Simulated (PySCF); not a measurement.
**MoF₄ + Br₂ → MoBr₂ + 2 F₂**

Level: PBE0 in the def2-SVP basis family, computed in PySCF with density fitting; scalar-relativistic core potentials for atoms from Rb on, none lighter, no spin–orbit coupling; open shells unrestricted.

```
species                                state and structure       E (Eh)  ZPE (kJ/mol)  H(298 K) − H(0) (kJ/mol)  S° (J/(mol K))
   MoF₄                     triplet, Td, Mo–F 1.846 Å (×4)   -467.01353          19.8                      20.8           353.6
    Br₂                        singlet, D∞h, Br–Br 2.298 Å  -5147.07788           1.9                       9.7           245.2
  MoBr₂  quintet, C2v, Mo–Br 2.420 Å (×2); Br–Mo–Br 131.9°  -5215.32819           3.6                      14.5           340.8
     F₂                          singlet, D∞h, F–F 1.376 Å   -199.15566           6.5                       8.7           201.9
```

Task: What is the electronic reaction energy?

Result: At PBE0/def2-SVP, ΔE = 1186.5 kJ/mol from the differences of the total energies times 2625.5, uphill. 

Task: Add zero-point, thermal and entropy terms for 298.15 K and 1 bar.

Result: ΔZPE = -5.1 and Δ[H(298) − H(0)] = 1.4 kJ/mol give ΔH° = 1182.8 kJ/mol. ΔS° = 145.8 J/(mol K), so ΔG° = 1182.8 − 298.15 × (0.1458) = 1139 kJ/mol.

Open d or f shells are single determinants, so the state found may not be the ground state. The structures come from searches over a few start shapes, so lower isomers are not excluded.
